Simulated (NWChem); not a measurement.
BaCl cation; SMILES [Ba+][Cl]

```xyz
2

Ba     0.0000     0.0000    -0.6190
Cl     0.0000     0.0000     2.0331
```
Atoms are numbered in this order, from 1.

Computed with NWChem. The geometry was optimised at PBE0/def2-SVP. def2 effective core potentials on Ba; no spin-orbit coupling. Vertical excitations in the gas phase; the lowest state need not have the same character in each row.

For level B3LYP/def2-SVP, full TDDFT:

| Item | Result |
|---|---|
| lowest excitation, singlet (eV) | 4.27 |
| orbital gap (eV) | 5.16 |

**Question.** What are these values for level CAM-B3LYP/def2-SVP, full TDDFT?

**Answer.** 
* **lowest excitation, singlet (eV)**: 4.76
* **orbital gap (eV)**: 7.51
